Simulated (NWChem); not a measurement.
Molecule: GeAsH₅; SMILES [GeH3][AsH2]

Results from NWChem. Structure relaxed at the PBE0/def2-SVP level.

For level Hartree-Fock/cc-pVDZ:

- orbital gap (eV): 13.14

How do the values read with level Hartree-Fock/aug-cc-pVDZ instead?

The orbital gap (eV) is 10.74.
